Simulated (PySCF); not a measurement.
A structure optimised at B3LYP-D3(BJ)/def2-SVP, used in a PySCF frequency run:

```
Mo
O 1 1.6847
O 1 1.6847 2 111.11
N 1 1.9229 2 108.41 3 -119.04
H 4 1.0195 1 123.78 2 -23.36
H 4 1.0195 5 111.42 1 -168.80
Br 1 2.4450 2 109.52 3 121.13
```
Charge 0, spin multiplicity 1.

Question: Write its SMILES, formula and point group.

Answer: [NH2][Mo](=[O])(=[O])[Br], BrH2MoNO2, Cs

Question: What are its rotational constants (standard atomic weights)?

Answer: 3.6580, 1.1603, 1.1298 GHz
